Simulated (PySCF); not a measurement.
Numbering as in the mapped SMILES `[CH3:1][S+:2]([CH3:3])[CH2:4][O:5][CH:6]([F:7])[F:8]` (H(Xn): hydrogen on atom n).

Geometry: GFN2-xTB; GIAO absolute shieldings from PySCF, gas phase, non-relativistic, averaged over equivalent atoms.

At B97-2/STO-3G (53 basis functions, 9.8 s wall time on 1 thread of an Arm Neoverse N1, shared host):
```tsv
atoms	σ (ppm)
C6	140.7
C4	162.7
C1/C3	203.2
S2	727.5
O5	317.1
F7/F8	396.2
H(C6)	27.85
H(C4)	28.61
H(C1)/H(C3)	30.25
```

Task: What do these become at KT3/pcSseg-1?

Result: 
```json
{"atoms": "C6", "σ at KT3/pcSseg-1": "63.9", "change": "-76.8"}
{"atoms": "C4", "σ at KT3/pcSseg-1": "104.1", "change": "-58.6"}
{"atoms": "C1/C3", "σ at KT3/pcSseg-1": "155.4", "change": "-47.8"}
{"atoms": "S2", "σ at KT3/pcSseg-1": "431.9", "change": "-295.6"}
{"atoms": "O5", "σ at KT3/pcSseg-1": "200.1", "change": "-117.0"}
{"atoms": "F7/F8", "σ at KT3/pcSseg-1": "263.8", "change": "-132.4"}
{"atoms": "H(C6)", "σ at KT3/pcSseg-1": "24.74", "change": "-3.11"}
{"atoms": "H(C4)", "σ at KT3/pcSseg-1": "26.28", "change": "-2.33"}
{"atoms": "H(C1)/H(C3)", "σ at KT3/pcSseg-1": "28.87", "change": "-1.38"}
```

The largest change is at S2 (sulfur bonded to 3 C). Cost: 188 basis functions, 72 s wall time on 1 thread of an Arm Neoverse N1, shared host. The order of the carbon signals is the same at both levels.
